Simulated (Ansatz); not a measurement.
`C[SiH](O)O[Si](C)(O)O` + H₂ → `C[SiH](O)O` + `C[SiH](O)O`  (hydrogenolysis of the Si–O bond)

Isolated molecules relaxed with PBE0-D4/def2-TZVP in Ansatz; ΔE leaves out vibrations. CBS: MP2 limit from def2 TZ/QZ plus the TZ coupled-cluster correction, frozen cores. This one scheme is used for every species. DFT in def2-TZVPP. B3LYP here is the variant with VWN-RPA as its local correlation; programs differ in this. HSE06 is defined as in plane-wave codes. Each species was taken in one conformer, which may not be the lowest.

```json
{"level": "LDA (SPW92)", "ΔE (kcal/mol)": "26.0", "difference from CCSD(T)/CBS": "-2.5"}
{"level": "PBE-D4", "ΔE (kcal/mol)": "25.9", "difference from CCSD(T)/CBS": "-2.6"}
{"level": "BLYP-D4", "ΔE (kcal/mol)": "28.6", "difference from CCSD(T)/CBS": "0.1"}
{"level": "r2SCAN-D4", "ΔE (kcal/mol)": "29.1", "difference from CCSD(T)/CBS": "0.6"}
{"level": "B97M-V", "ΔE (kcal/mol)": "28.5", "difference from CCSD(T)/CBS": "0.0"}
{"level": "PBE0-D4", "ΔE (kcal/mol)": "26.9", "difference from CCSD(T)/CBS": "-1.6"}
{"level": "B3LYP-D4", "ΔE (kcal/mol)": "29.1", "difference from CCSD(T)/CBS": "0.6"}
{"level": "r2SCANh-D4", "ΔE (kcal/mol)": "29.1", "difference from CCSD(T)/CBS": "0.6"}
{"level": "BHLYP-D4", "ΔE (kcal/mol)": "30.3", "difference from CCSD(T)/CBS": "1.8"}
{"level": "CAM-B3LYP-D4", "ΔE (kcal/mol)": "28.9", "difference from CCSD(T)/CBS": "0.4"}
{"level": "ωB97X-V", "ΔE (kcal/mol)": "27.6", "difference from CCSD(T)/CBS": "-0.9"}
{"level": "ωB97M-V", "ΔE (kcal/mol)": "28.2", "difference from CCSD(T)/CBS": "-0.3"}
{"level": "B2PLYP", "ΔE (kcal/mol)": "26.6", "difference from CCSD(T)/CBS": "-1.9"}
{"level": "PBE-QIDH", "ΔE (kcal/mol)": "27.1", "difference from CCSD(T)/CBS": "-1.4"}
{"level": "PBE", "ΔE (kcal/mol)": "23.1", "difference from CCSD(T)/CBS": "-5.4"}
{"level": "revPBE", "ΔE (kcal/mol)": "21.7", "difference from CCSD(T)/CBS": "-6.8"}
{"level": "BLYP", "ΔE (kcal/mol)": "23.3", "difference from CCSD(T)/CBS": "-5.2"}
{"level": "r2SCAN", "ΔE (kcal/mol)": "28.1", "difference from CCSD(T)/CBS": "-0.4"}
{"level": "B3LYP", "ΔE (kcal/mol)": "24.7", "difference from CCSD(T)/CBS": "-3.8"}
{"level": "r2SCANh", "ΔE (kcal/mol)": "28.1", "difference from CCSD(T)/CBS": "-0.4"}
{"level": "r2SCAN0", "ΔE (kcal/mol)": "28.0", "difference from CCSD(T)/CBS": "-0.5"}
{"level": "HSE06", "ΔE (kcal/mol)": "24.3", "difference from CCSD(T)/CBS": "-4.2"}
{"level": "BHLYP", "ΔE (kcal/mol)": "26.4", "difference from CCSD(T)/CBS": "-2.1"}
{"level": "CAM-B3LYP", "ΔE (kcal/mol)": "26.1", "difference from CCSD(T)/CBS": "-2.4"}
{"level": "LC-ωPBE", "ΔE (kcal/mol)": "25.2", "difference from CCSD(T)/CBS": "-3.3"}
{"level": "RPA@PBE/def2-TZVPP", "ΔE (kcal/mol)": "27.3", "difference from CCSD(T)/CBS": "-1.2"}
{"level": "HF/def2-SVP", "ΔE (kcal/mol)": "24.3", "difference from CCSD(T)/CBS": "-4.2"}
{"level": "MP2/def2-SVP", "ΔE (kcal/mol)": "26.4", "difference from CCSD(T)/CBS": "-2.1"}
{"level": "CCSD/def2-SVP", "ΔE (kcal/mol)": "24.8", "difference from CCSD(T)/CBS": "-3.7"}
{"level": "CCSD(T)/def2-SVP", "ΔE (kcal/mol)": "25.2", "difference from CCSD(T)/CBS": "-3.3"}
{"level": "HF/def2-TZVPP", "ΔE (kcal/mol)": "26.5", "difference from CCSD(T)/CBS": "-2.0"}
{"level": "MP2/def2-TZVPP", "ΔE (kcal/mol)": "29.0", "difference from CCSD(T)/CBS": "0.5"}
{"level": "SCS-MP2/def2-TZVPP", "ΔE (kcal/mol)": "28.0", "difference from CCSD(T)/CBS": "-0.5"}
{"level": "CCSD/def2-TZVPP", "ΔE (kcal/mol)": "27.6", "difference from CCSD(T)/CBS": "-0.9"}
{"level": "CCSD(T)/def2-TZVPP", "ΔE (kcal/mol)": "28.1", "difference from CCSD(T)/CBS": "-0.4"}
{"level": "HF/def2-QZVPP", "ΔE (kcal/mol)": "27.0", "difference from CCSD(T)/CBS": "-1.5"}
{"level": "MP2/def2-QZVPP", "ΔE (kcal/mol)": "29.3", "difference from CCSD(T)/CBS": "0.8"}
{"level": "SCS-MP2/def2-QZVPP", "ΔE (kcal/mol)": "28.3", "difference from CCSD(T)/CBS": "-0.2"}
{"level": "HF/CBS(def2)", "ΔE (kcal/mol)": "27.0", "difference from CCSD(T)/CBS": "-1.5"}
{"level": "CCSD/CBS(def2)", "ΔE (kcal/mol)": "27.9", "difference from CCSD(T)/CBS": "-0.6"}
{"level": "CCSD(T)/CBS", "ΔE (kcal/mol)": "28.5", "difference from CCSD(T)/CBS": "0"}
```

Largest T1 diagnostic among the species: 0.011.

From PBE to PBE0 (25 % exact exchange), in def2-TZVPP and without D4, ΔE moves by +1.2 kcal/mol. Leaving LDA and LC-ωPBE aside and taking each functional with its dispersion term where it has one, the values spread over 4.4 kcal/mol, from PBE-D4 to BHLYP-D4. LDA lies +2.9 kcal/mol from PBE without D4. The D4 term adds +4.4 kcal/mol with B3LYP and +2.6 kcal/mol with PBE0; it sums over pairs of atoms, weighted by their polarisabilities, and B3LYP, whose exchange is more repulsive, gets the larger term.
